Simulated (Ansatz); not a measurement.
Br (SMILES [Br]), doublet; WB97X-V/def2-SVP in Ansatz (a first-principles code).

Here is a job for Ansatz.
Ansatz 0.2 input:
```yaml
crystal:
  periodic: [false, false, false]
  atoms:
    - {symbol: Br, position_ang: [0.00000000, 0.00000000, 0.00000000]}
basis:
  gaussian:
    orbitals: def2-SVP
hamiltonian:
  xc: {name: wB97X-V}
magnetization: {spin_polarized: true, initial_magnetization: 1}
accuracy: high
```

### Question
Write the output that Ansatz gives for this input, abridged.

### Answer

```
Functional definition: wB97X-V
307 factors; integrals over basis functions are off by at most 4.2e-9 eV
76 factors; integrals over basis functions are off by at most 1.3e-9 eV
mean field evaluation 1: about -70030.1284 eV, gradient 3.5e0 eV
mean field evaluation 2: about -70030.1666 eV, gradient 1.7e0 eV
mean field evaluation 4: about -70030.1721 eV, gradient 3.9e-1 eV
mean field evaluation 8: about -70030.1753 eV, gradient 4.1e-3 eV
mean field evaluation 16: about -70030.1753 eV, gradient 5.0e-9 eV
mean field -70030.17534931 eV, -2573.5614759294 hartree, gradient 4.2e-9 eV, S^2 0.751618; 0 other end points of the search recorded, 0 dependent functions left out
reference -70030.17534925 eV, -2573.5614759273 hartree; 18, 17 occupied and 14, 15 virtual orbitals, 307 factors
Total energy: -70030.17534925 eV, -2573.5614759273 hartree
```
